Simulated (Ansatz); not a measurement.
**Match the barriers**

Saddle point of Si₄H₁₁F, singlet (Si₄H₁₀ ([SiH3][SiH]([SiH3])[SiH3]) + HF → Si₃H₈ ([SiH3][SiH2][SiH3]) + SiH₃F ([F][SiH3]); bonds formed: Si1–H6, Si2–F7; bonds broken: Si1–Si2, H6–F7), PBE0-D4/def2-TZVP structure:

```xyz
16
angstrom
Si -0.1666 0.6358 0.1265
Si 1.7465 -0.6830 1.2984
Si -0.4341 1.3184 -2.1059
Si -1.9187 -0.8121 0.6665
H -0.1237 1.8347 1.0056
H 1.3977 -0.0783 -0.3846
F 2.4161 -0.6942 -0.5280
H 3.0578 -0.1372 1.7135
H 0.8411 -0.2484 2.4179
H 1.5748 -2.1509 1.2593
H -1.7990 1.8795 -2.3038
H 0.5725 2.3554 -2.4545
H -0.2582 0.1454 -3.0006
H -1.9501 -1.9093 -0.3372
H -1.7519 -1.3885 2.0255
H -3.2045 -0.0674 0.6015
```

Program: Ansatz 0.2.0. Basis: def2-TZVPP, with def2-QZVPP for the basis limit. Cores are frozen in the correlated methods. Extrapolation: Hartree–Fock as exp(−7.88 √X), correlation as X^−2.97. Four methods, as single points on the PBE0-D4 structures, gave these electronic barriers from the start structure: 1.473, 1.569, 1.689, 2.445 eV.

**Question.** The methods were, in alphabetical order, BLYP-D4, HF, MP2, PBE0-D4. Which gave which? (A judgement: the text doesn't fix the answer.)

**Answer.** Computed: BLYP-D4 1.473; PBE0-D4 1.569; MP2 1.689; HF 2.445 eV. For comparison, CCSD(T) at an estimated basis limit (MP2 extrapolated from triple and quadruple zeta, plus CCSD(T) − MP2 in triple zeta) gives 1.736 eV.

T1 diagnostic: at most 0.015.

Labels in which every atom is bracketed show which atoms are joined, not bond orders.

For scale, one of the runs: CCSD(T)/def2-TZVPP, 353 basis functions, launched by `ansatz run in.yaml --threads 4 --pin off --events-out ev --progress --plain --max-ram 63488MiB --backend cuda --devices 0, --max-vram 37GiB`. Time: 6 s of wall clock on 4 CPU threads of an AMD EPYC 7R13 and a share of one NVIDIA H100; the host was shared. Peak host memory: 0.84 GiB.
